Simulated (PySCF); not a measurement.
How methods differ on the excitation energy of Ba

Ba [Xe] 6s2 (1S) → Ba [Xe] 6s1 6p1 (3P), as a difference of total energies. All numbers are calculated (PySCF 2.14, the spin-free X2C one-electron Hamiltonian (Gaussian nucleus), in aug-cc-pVQZ-X2C (10s9p7d4f2g, 118 functions)). Correlated levels: valence: [Xe] frozen. The calculations carry no spin-orbit coupling.

```
           method  excitation energy (cm⁻¹)
              UHF                    6347.4
    MP2 (valence)                    9922.2
SCS-MP2 (valence)                     10905
   CCSD (valence)                     10820
```

How much does correlation contribute at MP2 (valence)?

9922.2 − (6347.4) = 3574.8 cm⁻¹, measured against UHF.

Errors of the correlated levels include the incompleteness of this basis and the frozen core.

With two correlated electrons CCSD is exact in that space.

For comparison: 13083 cm⁻¹ (measured; NIST levels, between the centres of gravity of the two terms).
